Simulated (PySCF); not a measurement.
A PySCF script (with the pyscf-properties extension) for the NMR shieldings of `InChI=1S/C5H16BNSi/c1-4-5-7-8(2,3)6/h7H,4-6H2,1-3H3`, on a GFN2-xTB geometry:

```python
import basis_set_exchange as bse
import numpy as np
from pyscf import gto, dft
from pyscf.prop import nmr

atoms = """
B    -1.020078    2.187594   -0.578960
Si   -1.289862    0.247226   -0.450767
C    -2.288541   -0.317975   -2.002093
C    -2.310096   -0.345156    1.059566
N     0.145258   -0.728861   -0.384015
C     1.433344   -0.366100   -0.916168
C     2.360263    0.302076    0.110001
C     2.769727   -0.647060    1.230450
H    -1.904806    2.943003   -0.454385
H     0.019562    2.655885   -0.843227
H    -1.772870   -0.065232   -2.924478
H    -2.442909   -1.392852   -1.999940
H    -3.264985    0.156287   -2.033365
H    -1.854210   -0.049578    2.000262
H    -2.415010   -1.425518    1.068624
H    -3.308915    0.077288    1.035562
H     0.218674   -1.444231    0.321500
H     1.268127    0.321574   -1.747703
H     1.930142   -1.260586   -1.313163
H     1.842708    1.164519    0.534584
H     3.253389    0.658985   -0.407475
H     1.899514   -0.973828    1.795498
H     3.267365   -1.524989    0.822619
H     3.452476   -0.152708    1.918095
"""
names = dict.fromkeys(["B", "Si", "C", "N", "H"], "pcSseg-1")
basis = {el: gto.basis.parse(bse.get_basis(n, elements=[el], fmt="nwchem")) for el, n in names.items()}
mol = gto.M(atom=atoms, basis=basis, charge=0, verbose=0)
mf = dft.RKS(mol, xc="PBE0")
mf.grids.level = 2
mf.grids.alignment = dft.numint.BLKSIZE   # the property module wants whole blocks of grid points
mf.conv_tol = 1e-9
mf.kernel()

calc = nmr.RKS(mf)   # GIAO
C = mf.mo_coeff
Co = C[:, mf.mo_occ > 0]
resp = mf.gen_response(singlet=True, hermi=2)
def vind(x):   # induced exchange potential for any number of trial vectors
    d = np.einsum("pi,xij,qj->xpq", C, 2 * x.reshape(-1, C.shape[1], Co.shape[1]), Co, optimize=True)
    return np.einsum("xpq,pi,qj->xij", resp(d - d.transpose(0, 2, 1)), C, Co, optimize=True).ravel()
mo1, _ = nmr.rhf.solve_mo1(calc, with_cphf=vind)
sigma = calc.kernel(mo1)
for i, s in enumerate(sigma):   # ppm
    print("%2d %-2s %9.2f" % (i, mol.atom_pure_symbol(i), np.trace(s) / 3))
```

Question: Give the expected output.

Answer: 
```
 0 B     -16.44
 1 Si    360.35
 2 C     184.88
 3 C     187.68
 4 N     236.69
 5 C     138.51
 6 C     154.46
 7 C     174.57
 8 H      21.02
 9 H      20.97
10 H      31.50
11 H      31.60
12 H      32.09
13 H      31.57
14 H      31.50
15 H      31.65
16 H      31.32
17 H      28.37
18 H      28.91
19 H      30.40
20 H      30.23
21 H      30.55
22 H      31.18
23 H      30.55
```

These numbers come from an equivalent density-fitted implementation of the same equations, which agrees with the script to about 0.01 ppm for H and up to a few tenths of a ppm for heavy atoms, so last digits may differ.

Size and cost of the density-fitted run: 223 basis functions, 98 s wall time on 1 thread of an Arm Neoverse N1, shared host; peak memory 1.1 GiB.
